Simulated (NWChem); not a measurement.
Lowest excitation of BrSn (+1)

```
Sn
Br 1 2.4254
```
Charge +1, spin multiplicity 1.

All runs are NWChem calculations. All single points use one geometry, from PBE0/def2-SVP with def2 effective core potentials on Sn, a minimum by its harmonic frequencies.

Basis set: def2-SVPD.

```
method         lowest vertical singlet excitation energy (eV)  relative cost  difference from EOM-CCSD
-------------  ----------------------------------------------  -------------  ------------------------
TDA-BHandHLYP                                            4.27        under 3                     -0.09
EOM-CCSD                                                 4.36              1                      0.00
TD-B3LYP                                                 3.77        under 3                     -0.59
CIS                                                      4.82        under 3                     +0.46
TD-PBE                                                   3.61        under 3                     -0.75
```

The values span 1.21 eV, from TD-PBE (lowest) to CIS (highest). Costs are rough ratios of processor time within this set of runs, SCF included, with EOM-CCSD as 1.

Effective core potentials replace the inner electrons of Sn; spin-orbit coupling is left out. The correlated methods keep 13 core orbitals frozen. B3LYP has NWChem's definition, with VWN1-RPA local correlation. The spin multiplicity of the parent species was assumed, not shown to be that of its ground state. The structure started from a generated list of species. No row is a measurement; the coupled-cluster row has its own basis-set and correlation limits.
